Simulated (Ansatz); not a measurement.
Stretching the Si6–H7 bond in CH6BeSi (SMILES [CH3][Be][SiH3]) (multiplicity 1 held, fragments rigid). Energies count from the point at 1.489 Å.
Geometry at that point (charge 0, multiplicity 1):
```json
[
 {"atom": "Be", "x (Å)": "-0.0942", "y (Å)": "0.6089", "z (Å)": "-0.4323"},
 {"atom": "C", "x (Å)": "-0.3037", "y (Å)": "1.9621", "z (Å)": "-1.3932"},
 {"atom": "H", "x (Å)": "-1.0994", "y (Å)": "2.6140", "z (Å)": "-1.0162"},
 {"atom": "H", "x (Å)": "-0.5713", "y (Å)": "1.6974", "z (Å)": "-2.4221"},
 {"atom": "H", "x (Å)": "0.6055", "y (Å)": "2.5709", "z (Å)": "-1.4485"},
 {"atom": "Si", "x (Å)": "0.1795", "y (Å)": "-1.1596", "z (Å)": "0.8234"},
 {"atom": "H", "x (Å)": "0.2134", "y (Å)": "-2.4192", "z (Å)": "0.0293"},
 {"atom": "H", "x (Å)": "-0.9139", "y (Å)": "-1.3209", "z (Å)": "1.8219"},
 {"atom": "H", "x (Å)": "1.4519", "y (Å)": "-1.1149", "z (Å)": "1.5963"}
]
```

Signs of static correlation in cc-pV(D+d)Z, with CASSCF(2,2), from Ansatz (a quantum-chemistry and plane-wave program) runs.

| R (Å) | T1 of restricted CCSD | ⟨S²⟩ of UHF | largest double amplitude of restricted CCSD | weight of the CASSCF reference in MRCISD | CASSCF natural occupations |
|---|---|---|---|---|---|
| 1.192 | 0.011 | 0.000 | 0.032 | 0.884 | 1.99 0.01 |
| 1.340 | 0.011 | 0.000 | 0.032 | 0.884 | 1.99 0.01 |
| 1.489 | 0.011 | 0.000 | 0.031 | 0.884 | 1.98 0.02 |
| 1.638 | 0.011 | 0.000 | 0.033 | 0.884 | 1.97 0.03 |
| 1.787 | 0.012 | 0.000 | 0.039 | 0.884 | 1.96 0.04 |
| 2.011 | 0.014 | 0.000 | 0.063 | 0.885 | 1.93 0.07 |
| 2.234 | 0.017 | 0.223 | 0.115 | 0.885 | 1.89 0.11 |
| 2.606 | 0.026 | 0.716 | ? | 0.884 | 1.78 0.22 |
| 2.979 | 0.039 | 0.901 | 0.386 | 0.884 | 1.61 0.39 |
| 3.426 | ? | 0.980 | 0.572 | 0.884 | 1.40 0.60 |
| 4.021 | 0.074 | 1.009 | 0.777 | 0.884 | 1.19 0.81 |
| 4.766 | 0.082 | 1.016 | 0.922 | 0.884 | 1.07 0.93 |

Question: Complete the blanks.

Answer: 
- 2.606, largest double amplitude of restricted CCSD: 0.239
- 3.426, T1 of restricted CCSD: 0.057

Doubts at one or more of the structures used: a restricted determinant that unrestricted orbitals would lower (R-CCSD(T)/cc-pV(D+d)Z); other coupled-cluster roots lie near (R-CCSD(T)/cc-pV(D+d)Z); T1 above 0.05 (R-CCSD(T)/cc-pV(D+d)Z, U-CCSD(T)/cc-pV(D+d)Z); a spin-contaminated determinant (U-CCSD(T)/cc-pV(D+d)Z).
